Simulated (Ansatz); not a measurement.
Results of the Gaussian-basis code of Ansatz.

Basis-set series for C₅H₂AlF₇O₃, SMILES `[OH][Al-]1([F])[O]C(C(F)(F)F)=CC(C(F)(F)F)=[O+]1`. The species carries charge 0 and has multiplicity 1. The structure was optimised at the PBE0-D4/def2-TZVP level. It is one conformer, not always the lowest.

```json
{"functional": "PBE0-D4", "basis": "def2-TZVPP", "functions": "535", "energy (Eh)": "-1358.26696", "HOMO (eV)": "-8.97", "LUMO (eV)": "-3.71"}
{"functional": "PBE0-D4", "basis": "def2-QZVPP", "functions": "985", "energy (Eh)": "-1358.33245", "HOMO (eV)": "-9.01", "LUMO (eV)": "-3.75"}
{"functional": "ωB97M-V", "basis": "def2-TZVPP", "functions": "535", "energy (Eh)": "-1359.20932", "HOMO (eV)": "-11.09", "LUMO (eV)": "-1.57"}
{"functional": "ωB97M-V", "basis": "def2-QZVPP", "functions": "985", "energy (Eh)": "-1359.27019", "HOMO (eV)": "-11.13", "LUMO (eV)": "-1.63"}
```

Task: Give the rows for def2-SVP. (An estimate is asked.)

Result: The calculation gave: 
```json
{"functional": "PBE0-D4", "basis": "def2-SVP", "functions": "238", "energy (Eh)": "-1356.84852", "HOMO (eV)": "-8.88", "LUMO (eV)": "-3.63"}
{"functional": "ωB97M-V", "basis": "def2-SVP", "functions": "238", "energy (Eh)": "-1357.76704", "HOMO (eV)": "-11.03", "LUMO (eV)": "-1.45"}
```
